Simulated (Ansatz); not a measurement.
One change: `[TeH]CI` becomes `ClC[TeH]`.

Ansatz, PBE0-D4/def2-TZVP geometries, multiplicity 1. 

Elements past krypton have def2 core potentials.

```json
{"property": "zero-point energy (PBE0-D4/def2-TZVP) / kJ/mol", "`[TeH]CI`": "88.4"}
{"property": "HOMO–LUMO gap (PBE0/def2-TZVPP) / eV", "`[TeH]CI`": "4.79"}
{"property": "HOMO–LUMO gap (PBE/def2-TZVPP) / eV", "`[TeH]CI`": "2.95"}
{"property": "HOMO energy (PBE/def2-TZVPP) / eV", "`[TeH]CI`": "-5.39"}
{"property": "HOMO energy (B3LYP/def2-TZVPP) / eV", "`[TeH]CI`": "-6.19"}
{"property": "LUMO energy (PBE/def2-TZVPP) / eV", "`[TeH]CI`": "-2.44"}
```

Q: Give the same properties after the change, and the shifts. (Estimate.)

A: Ansatz gave: 
```csv
property,`ClC[TeH]`,shift
zero-point energy (PBE0-D4/def2-TZVP) / kJ/mol,91.0,2.6
HOMO–LUMO gap (PBE0/def2-TZVPP) / eV,5.32,0.53
HOMO–LUMO gap (PBE/def2-TZVPP) / eV,3.42,0.47
HOMO energy (PBE/def2-TZVPP) / eV,-5.35,0.04
HOMO energy (B3LYP/def2-TZVPP) / eV,-6.21,-0.02
LUMO energy (PBE/def2-TZVPP) / eV,-1.93,0.51
```

B3LYP here is the variant with VWN-RPA as its local correlation; programs differ in this.

Spin–orbit coupling is left out; it splits and shifts lone-pair levels of the heavy atoms by tenths of an eV.
